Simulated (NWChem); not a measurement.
System: C₂H₇GeN; SMILES C/C=[N]\[GeH3]

Input file for NWChem:

```
start job
memory heap 200 mb stack 900 mb global 1100 mb
geometry units angstroms
  C     -2.533937     0.574423    -0.096592
  C     -1.786439    -0.660480     0.285851
  N     -0.548411    -0.846485     0.301492
  Ge     0.911036     0.147079    -0.082734
  H     -1.846979     1.366958    -0.386734
  H     -3.205874     0.352052    -0.921524
  H     -3.141672     0.907251     0.746703
  H     -2.423001    -1.497656     0.587845
  H      1.610181    -0.642326    -1.136848
  H      0.754452     1.572840    -0.554785
  H      1.699359     0.128861     1.180366
end
basis spherical
  * library 6-31g*
end
dft
  xc b3lyp
  iterations 150
end
driver
  maxiter 120
end
task dft optimize
task dft freq
```

B3LYP is NWChem's, with the RPA form of VWN correlation.

The level has its own optimisation; frequencies are unscaled. Brackets give each atom's bonded neighbours.

**Question.** Predict the main results of this run. (B3LYP/6-31G* (spherical d).) Quantities: r C–C (Å); r C–N (Å); r C–H [C(CHN)–H(C)] (Å); r Ge–N (Å); highest harmonic frequency (cm⁻¹); lowest (cm⁻¹); zero-point energy (kcal/mol); dipole (D).

**Answer.** 
```
Item                               Value
---------------------------------  -----
r C–C (Å)                          1.510
r C–N (Å)                          1.270
r C–H [C(CHN)–H(C)] (Å)            1.103
r Ge–N (Å)                         1.873
highest harmonic frequency (cm⁻¹)   3156
lowest (cm⁻¹)                         64
zero-point energy (kcal/mol)        51.2
dipole (D)                          2.01
```
